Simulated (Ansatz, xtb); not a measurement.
# Ranking isomers of C6H11P

8 gas-phase structures of C6H11P, from a drawn sample of its isomers (lower ones may exist). Each was relaxed with GFN2-xTB; where two conformers were screened, the lower at r2SCAN-D4/def2-SVP is listed:

A. `CCC(C)(C)C#P`, a singlet
B. `CCC1=CPCC1`, a singlet
C. `CC1=CP(C)CC1`, a singlet
D. `C=C[C@@H]1[C@@H](C)P1C`, a singlet
E. `CCC1=CCPC1`, a singlet
F. `CC1=C(C)CPC1`, a singlet
G. `CC(C)(C)CC#P`, a singlet
H. `C=CP1CC[C@H]1C`, a singlet

**Question.** Estimate their order in r2SCAN-D4/def2-SVP energy at these geometries, lowest first.

**Answer.** Calculated order at r2SCAN-D4/def2-SVP: C (0.0), F (0.2), E (4.2), B (5.0), G (17.3), A (19.0), D (21.8), H (25.2) kcal/mol. Less than 1 kcal/mol parts C and F; E and B, so the order within those pairs means little.

Energies above the lowest of each column, in kcal/mol; the last columns are at PBE0-D3(BJ)/def2-SVP geometries and were run for some of them only (a dash: not run or not comparable):

| structure | GFN2-xTB | HF/STO-3G | r2SCAN-D4/def2-SVP | PBE0-D3(BJ)/def2-SVP | CCSD(T)/def2-SVP + ΔMP2/def2-TZVPP |
| --- | --- | --- | --- | --- | --- |
| C | 3.7 | 0.0 | 0.0 | 0.4 | 0.0 |
| F | 0.0 | 3.2 | 0.2 | 0.0 | 1.7 |
| E | 4.0 | 6.0 | 4.2 | 3.8 | 4.7 |
| B | 4.8 | 7.3 | 5.0 | 4.8 | 5.4 |
| G | 22.9 | 47.9 | 17.3 | 21.6 | – |
| A | 24.5 | 49.2 | 19.0 | 23.2 | – |
| D | 28.8 | 45.8 | 21.8 | – | – |
| H | 26.2 | 30.6 | 25.2 | – | – |

CCSD(T)/def2-SVP + ΔMP2/def2-TZVPP puts C lowest of those it was run on; GFN2-xTB picks F, PBE0-D3(BJ)/def2-SVP picks F. Flexible structures stand in one conformer each, not always the lowest. Frequencies (GFN2-xTB) were run for B, C, E, F alone. The ΔMP2 step shifts differences by up to 3.1 kcal/mol, which makes them less sure. ΔMP2 is the change of the MP2 energy from the smaller to the larger basis.

Over these structures GFN2-xTB departs from r2SCAN-D4/def2-SVP by 2.7 kcal/mol on average once a common shift is removed. A GFN2-xTB relaxation took about 0.079 s and the r2SCAN-D4/def2-SVP energy about 2.3 s on a shared host (Ansatz 0.2.0, xtb 6.7.1).
